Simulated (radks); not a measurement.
Sn32+, configuration [Ar] (the NIST ground configuration). All-electron calculation, scalar-relativistic Kohn-Sham, r2SCAN, spin-polarised, spherical densities, finite nucleus; meta-GGA in the generalised Kohn-Sham scheme; Fermi nuclear charge, rms radius 4.6519 fm. Program: a radial shooting solver on a logarithmic mesh with Libxc functionals.

Normalised radial functions P(r) = r R(r), r in bohr:

r	3p
0.001936	0.0084
0.002165	0.0103
0.002403	0.0123
0.002688	0.0150
0.003006	0.0183
0.003362	0.0223
0.003731	0.0268
0.004173	0.0326
0.004668	0.0397
0.005179	0.0476
0.005793	0.0579
0.006479	0.0702
0.00719	0.0840
0.008042	0.1016
0.008995	0.1226
0.009981	0.1457
0.01116	0.1751
0.01249	0.2097
0.01385	0.2471
0.0155	0.2937
0.01733	0.3475
0.01923	0.4042
0.02151	0.4729
0.02406	0.5493
0.0267	0.6268
0.02986	0.7163
0.0334	0.8101
0.03736	0.9052
0.04146	0.9912
0.04637	1.0760
0.05186	1.1460
0.05755	1.1905
0.06437	1.2076
0.072	1.1827
0.07989	1.1134
0.08936	0.9807
0.09995	0.7821
0.1109	0.5372
0.124	0.2124
0.1387	-0.1643
0.154	-0.5443
0.1722	-0.9603
0.1926	-1.3504
0.2137	-1.6580
0.239	-1.8990
0.2674	-2.0206
0.2967	-2.0158
0.3318	-1.8889
0.3712	-1.6574
0.4151	-1.3578
0.4606	-1.0570
0.5152	-0.7480
0.5763	-0.4859
0.6395	-0.2992
0.7153	-0.1607
0.8	-0.0771
0.8877	-0.0348
0.9929	-0.0129

3p: eigenvalue -2062.5 eV, 1 radial node at r = 0.132 bohr, <r> = 0.301 bohr, 90 % of the charge inside 0.446 bohr.
